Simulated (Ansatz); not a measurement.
`C[SiH][SiH2]C` radical, relaxed with UKS PBE-D4/def2-SVP in Ansatz 0.2.0 from a rough embedded geometry. The force threshold is 0.03 eV/Å; the program also tests the step.

Total charge 0; spin multiplicity 2.

Start:

```xyz
13

C    -1.609    0.657    1.247
Si   -1.376    0.666   -0.522
Si    0.243   -0.846   -1.057
C     1.904   -0.441   -0.316
H    -1.903   -0.286    1.677
H    -0.690    0.971    1.844
H    -2.380    1.376    1.582
H    -0.952    1.991   -1.005
H     0.375   -0.977   -2.535
H    -0.182   -2.237   -0.590
H     2.164    0.584   -0.629
H     2.644   -1.137   -0.539
H     1.762   -0.320    0.845
```

```csv
step,energy (eV),largest force (eV/Å),largest move (Å)
1,-17956.8510,4.034,0.000
2,-17957.2200,1.170,0.195
3,-17957.2996,0.282,0.114
4,-17957.3087,0.040,0.062
5,-17957.3096,0.007,0.018
```

End:

```xyz
13

C    -1.734    0.731    1.374
Si   -1.371    0.661   -0.492
Si    0.299   -0.877   -1.079
C     2.002   -0.470   -0.334
H    -1.984   -0.276    1.764
H    -0.851    1.108    1.933
H    -2.586    1.408    1.589
H    -1.092    2.049   -1.026
H     0.402   -0.932   -2.583
H    -0.143   -2.239   -0.602
H     2.364    0.514   -0.695
H     2.745   -1.242   -0.622
H     1.949   -0.435    0.773
```

Hardware: 2 threads of an AMD EPYC 7R13 on a shared host. Wall time 13 s, peak host memory 0.21 GiB.
